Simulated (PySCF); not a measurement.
An unknown shows these calculated signals:

1H NMR (300 MHz, computed): δ 6.63 (m, 1H), 6.61 (br, 1H), 6.57 (d, 1H), 5.09 (d, 1H), 5.03 (m, 1H), 4.73 (br, 1H), 4.68 (m, 1H).

13C{1H} NMR (computed): δ 164.8 (C), 157.3 (CH), 154.7 (CH), 111.7 (CH), 99.7 (CH2).

- GFN2-xTB geometry
- PBE0/pcSseg-1 with gauge-including orbitals
- code: PySCF 2.14
- no solvent model, a single conformation, relativity neglected

Scale: 1H (σ = 31.72 ppm) and 13C (σ = 186.93 ppm) against TMS (reference shieldings calculated alike).

Q: Which of these does the molecule contain: a heteroaromatic ring, a three-membered ring, an NH or NH2 group, an amide, a vinyl group CH=CH2, a CH3CH2 unit?

A: 
- A heteroaromatic ring: no.
- A three-membered ring: no.
- An NH or NH2 group: yes (δH 4.73 (br), 6.61 (br)).
- An amide: yes (δC 164.8).
- A vinyl group CH=CH2: yes (δC 99.7, 157.3; δH 4.68 (m), 5.03 (m), 6.63 (m)).
- A CH3CH2 unit: no.

The data belong to SMILES C(/C=C\OC=C)(N)=O, C5H7NO2; they needn't prove each group on their own.

Carbon signals by region: 1 in the far downfield region (above 160 ppm), 3 in the sp2 and nitrile region (100–160 ppm), 1 at 50–100 ppm. Above 160 ppm: 164.8, amide carbonyl carbon.

OH/NH shifts are gas-phase values; hydrogen bonding in solution moves them, usually downfield. The two substituents on the amide-type nitrogen aren't averaged: C–N rotation is slow on the NMR time scale. Shifts are as computed. Against solution values, carbons near 30 ppm lie about +3 ppm off and those near 130 ppm about +5 ppm (rms about the fit 2.1 ppm; single classes can miss by 10 ppm). Of 1328 compounds with measured shifts, 309 miss one by over three times the rms of a fit or turn the order of signals round; such compounds aren't used in these exercises. Signals without a measured value on file couldn't be tested in this way; 1H shifts scatter by 0.2 ppm about their fit, and single ones miss by 0.5 ppm. Hydrogen bonding in solution deshields acid and N–H amide carbonyl carbons by as much as 10 ppm beyond these values. Multiplicities follow the n + 1 count of equivalent neighbours, as no J values were calculated; m marks all less simple cases, F and P coupling included.
